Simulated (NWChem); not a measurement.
Species: C4H3Br; SMILES C#CC(=C)Br

Program: NWChem. Structure relaxed at the B3LYP/6-31G* (spherical d) level. Gas phase, vertical.

PBE0/def2-SVPD, TDA puts singlet state 3 at 5.55 eV with oscillator strength 0.142.

Problem. Give the wavelength, the transition dipole and the radiative lifetime of that state in vacuum.

Solution. 
1. λ = 1239.84/5.55 = 223 nm, or 44760 cm⁻¹.
2. f = (2/3) ΔE μ² in atomic units, so μ = √(1.5 f/ΔE) = 1.02 a.u. = 2.60 D.
3. τ = 1.499 s cm⁻² / (f ν²) = 5.3 ns, for a non-degenerate state that emits at the vertical energy; a higher state like this one mostly decays faster by other paths.
